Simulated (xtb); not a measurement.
In(Br)(Me)2 (C2H6BrIn), SMILES [CH3][In]([CH3])[Br]. All values are semi-empirical tight-binding results from xtb (GFN2-xTB unless named), good for trends rather than for accurate numbers. Geometry optimised at GFN2-xTB. The structure was generated by enumeration; whether it is a known compound was not checked.

Optimised geometry:

Bond lengths (Å): In1–Br2 2.505, In1–C3 2.241, In1–C7 2.243, C3–H4 1.088, C3–H5 1.088, C3–H6 1.089, C7–H8 1.087, C7–H9 1.089, C7–H10 1.089. Bond angles (°): Br2–In1–C3 111.7, Br2–In1–C7 111.4, C3–In1–C7 137.0, In1–C3–H4 109.7, In1–C3–H5 109.5, In1–C3–H6 108.0, H4–C3–H5 109.5, H4–C3–H6 110.1, H5–C3–H6 110.0, In1–C7–H8 110.1, In1–C7–H9 109.1, In1–C7–H10 108.2, H8–C7–H9 109.6, H8–C7–H10 110.3, H9–C7–H10 109.5.
Charge 0, spin multiplicity 1.

For metal compounds this method's bond lengths and energies can be far off.

```yaml
orbital_gap: 3.23 eV
zero_point_energy: 42.7 kcal/mol
G − E(el) at 298.15 K (modified RRHO): 20.8 kcal/mol
```

Problem. Give the atomic charges and the Wiberg bond orders between heavy atoms. (Estimate from the structure and the level; the computed values follow.)

Solution. charges (e) In1 0.17, Br2 -0.26, C3 -0.16, H4 0.06, H5 0.06, H6 0.08, C7 -0.16, H8 0.06, H9 0.06, H10 0.08. Bond orders In1–Br2 0.98, In1–C3 0.77, In1–C7 0.77.
